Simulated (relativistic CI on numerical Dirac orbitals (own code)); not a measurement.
# Pr: what numerical and physical settings do to a radial Dirac CI calculation

Reference input:

```
atom Pr  Z=59  charge=0  electrons=59
nucleus A=141  rms_radius_fm=4.8919
hamiltonian dirac-coulomb  breit=on  qed=on  c_scale=1
orbitals kli  potential=per-configuration
slater_scale 1
correlation none
mixing on
grid step=0.0125 r_max=259.4
scf mixing=0.4 start=green max_iterations=150 tolerance=2e-08 node_fill=0.05
configurations
  [Xe] 4f3 6s2
end
```

Computed lowest total energy -9225.15371 Ha, first excitation 1473.9 cm⁻¹, 28 SCF steps. Runs with settings changed; * marks those that are bad on purpose:

```
                                                                  Changed    Outcome  Lowest level    ΔE (Ha)  First excitation (cm⁻¹)  SCF steps  Message
Slater scale 1.2, nuclear radius 5.3811 fm, end of the grid at 129.7 bohr  converged    4f³ ⁴I°9/2     0.0665                   1477.4         28         
                     Slater scale 0.5, iteration limit 30, SCF mixing 0.1  converged    4f³ ⁴I°9/2     0.0481                   1531.6         27         
                     SCF tolerance 1e-10, SCF mixing 0.7, grid step 0.006  converged    4f³ ⁴I°9/2  -0.000151                   1473.9         49         
                                                        Slater scale -1 *  converged    4f³ ²F°7/2     -0.102                   1560.1         28         
                                               nuclear radius 48.919 fm *  converged    4f³ ⁴I°9/2       26.3                   1472.9         27
```

With so few configurations and no correlation, terms lie too far apart (by 10 to 50 % near neutrality), their order can be wrong, and levels of other configurations are missing.
